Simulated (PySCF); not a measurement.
Molecule: SMILES [SiH2](C=C)C(F)(F)F (C3H5F3Si). Atoms near the plane z = 0.0 Å, at the GFN2-xTB optimised geometry (x, y, z in Å): C1 (1.3, -1.6, 0.0), C2 (0.0, -1.6, 0.0), Si3 (-1.1, -0.1, 0.0), C4 (0.1, 1.4, 0.0), F5 (-0.6, 2.6, 0.1), F7 (0.9, 1.5, -1.0), H8 (1.9, -0.7, 0.0), H9 (1.9, -2.6, 0.0), H10 (-0.5, -2.6, 0.0).

Computed with PBE0/def2-TZVP run with PySCF. Cells within 0.4 Å of a nucleus heavier than hydrogen are left out (blank, or x). The values are rescaled to run from 0 to 1.

```
|00000000000000000000000000000|
|00000000000000000000000000000|
|00000000000122100000000000000|
|00000000012344321000000000000|
|00000000134566542100000000000|
|00000000246788653210000000000|
|000000013579xx864321000000000|
|000000013579xx865433200000000|
|00000001346899876553210000000|
|00000001245778x87654310000000|
|00000012345678xx7654310000000|
|00000123455678x87654310000000|
|00001234566778876543320000000|
|00001245667977765444332000000|
|0000124567xx97654455543100000|
|00001245679x97655567654200000|
|00001234567777766678864210000|
|00000123456778887888764310000|
|00000012345678x88xx8764210000|
|0000000123567xxx8xx8764210000|
|00000000235678888888764310000|
|00000000134688776788864310000|
|00000000124677655567754210000|
|00000000023456544455543200000|
|00000000012344332334332100000|
|00000000001222211122210000000|
|00000000000000000000000000000|
|00000000000000000000000000000|
|00000000000000000000000000000|
```
Scale: ten equal steps from 0.000 (start of '0') to 1.00 (end of '9'), in the order '0123456789'; x runs from -5.00 to 5.00, y from -5.00 (bottom) to 5.00 (top).

Task: Which quantity is mapped?
A) an orbital amplitude
B) Laplacian of the electron density
C) log10 of the electron density
D) deformation density (molecule minus spherical neutral atoms)

Result: C, log10 of the electron density. In full: log10 of the electron density (e/bohr³), floored at −4.
